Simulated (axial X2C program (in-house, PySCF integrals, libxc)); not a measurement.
## NdF⁺: a free-ion multiplet in an axial field

Calculated with an in-house all-electron X2C program for linear molecules (integrals from PySCF): two-component X2C with atomic mean-field Coulomb and Gaunt terms, basis Nd dyall-v3z, F dyall-v3z (cores contracted in-house). Orbitals come from Hartree–Fock averaged over the configuration Nd f4 s0 d(πδ)0; CI then distributes these electrons over the f, s, d(πδ) shells of Nd.

R = 2.055 Å.

Task: Which level do Hund's rules give for f4, how many Ω levels does it split into, and what is its Landé factor?

Result: S = 2, L = 6, J = 4 (5I4). It gives Ω = 0 to 4, 5 levels. gJ = 3/2 + [S(S+1) − L(L+1)]/[2J(J+1)] = 0.600, so g∥ = 2gJΩ.

The computed levels compare thus:

```csv
Ω,energy (cm⁻¹),g∥ computed,2gJΩ
0,0,0.00,0.00
1,14,1.30,1.20
2,45,2.51,2.40
3,79,3.68,3.60
4,192,4.98,4.80
```

The 5 lowest levels are just these Ω; they span 192 cm⁻¹, the lowest has Ω = 0, and the next level lies at 1096 cm⁻¹. Departures of g∥ from 2gJΩ come from intermediate coupling and from mixing with the higher-lying level J + 1 of the term. The computed g∥ is the magnitude of 2⟨Lz + ge Sz⟩.

Dynamic correlation is missing, so gaps between terms are too wide and other configurations may lie lower; the lowest level listed is that of this model, not necessarily the ground state. At most 4 roots were kept for each Ω > 0 (twice that for Ω = 0) within 2.2 eV of the lowest, so higher up levels can be missing between those listed; levels with Ω > 0 are doubly degenerate and listed once, Ω = 0 levels singly. States that fill the shells left empty in the average are placed too high.
